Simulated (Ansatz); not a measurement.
Molecule: trichloro(fluoro)silane, SiCl3F, net charge 0, singlet state. SMILES: F[Si](Cl)(Cl)Cl
Geometry from a B3LYP-D3(BJ)/def2-TZVP (Ansatz, an electronic-structure program) optimisation:
```xyz
5

F     -0.0314     0.1450     1.8211
Si    -0.0042     0.0195     0.2456
Cl     1.8899    -0.4127    -0.3259
Cl    -0.6010     1.7864    -0.5439
Cl    -1.2687    -1.4665    -0.2965
```

Wanted: atomisation energy, in kcal/mol. Conventions: atomisation electronic, to ground-state atoms; 6-31G* and kin with 6d, 5d where marked; frozen cores in correlated levels; no spin-orbit coupling; dispersion terms only where a functional's name holds one; non-relativistic; open shells spin-unrestricted. Basis-set limits of correlation are two-point, X^-3; Hartree-Fock from the larger set (for Q and 5 zeta extrapolated as (X+1)exp(-9√X)). First-principles rows: single points at B3LYP-D3(BJ) geometries (Ansatz).

```json
[
 {"species": "F[Si](Cl)(Cl)Cl", "coefficient": "-1", "E at B3LYP/6-31G* (Ansatz), Eh": "-1770.13286", "E at wB97M-V/def2-TZVPD (Ansatz), Eh": "-1770.16824"},
 {"species": "Cl atom", "coefficient": "+3", "E at B3LYP/6-31G* (Ansatz), Eh": "-460.13624", "E at wB97M-V/def2-TZVPD (Ansatz), Eh": "-460.12609"},
 {"species": "F atom", "coefficient": "+1", "E at B3LYP/6-31G* (Ansatz), Eh": "-99.71553", "E at wB97M-V/def2-TZVPD (Ansatz), Eh": "-99.74647"},
 {"species": "Si atom", "coefficient": "+1", "E at B3LYP/6-31G* (Ansatz), Eh": "-289.37173", "E at wB97M-V/def2-TZVPD (Ansatz), Eh": "-289.35271"}
]
```

Coupled cluster (Ansatz) is a level with limits of its own, used here on species with T1 under 0.025 (0.045 for open shells) and stable references: CCSD(T)/CBS(cc-pV(Q+d)Z,cc-pV(5+d)Z). Value to compare with, CCSD(T)/CBS(cc-pV(Q+d)Z,cc-pV(5+d)Z) (Ansatz): 436.7 kcal/mol. 1 Eh = 627.5095 kcal/mol.

Q: Compute it at each level from the table, and compare with CCSD(T)/CBS(cc-pV(Q+d)Z,cc-pV(5+d)Z) (Ansatz).

A: 
- B3LYP/6-31G*: the sum of coefficient times E is 0.63688 Eh, or 399.65 kcal/mol. Result: 399.6 kcal/mol. Its difference against CCSD(T)/CBS(cc-pV(Q+d)Z,cc-pV(5+d)Z) (Ansatz) is -37.1 kcal/mol.
- wB97M-V/def2-TZVPD: the sum of coefficient times E is 0.69079 Eh, or 433.48 kcal/mol. Result: 433.5 kcal/mol. Its difference against CCSD(T)/CBS(cc-pV(Q+d)Z,cc-pV(5+d)Z) (Ansatz) is -3.2 kcal/mol.
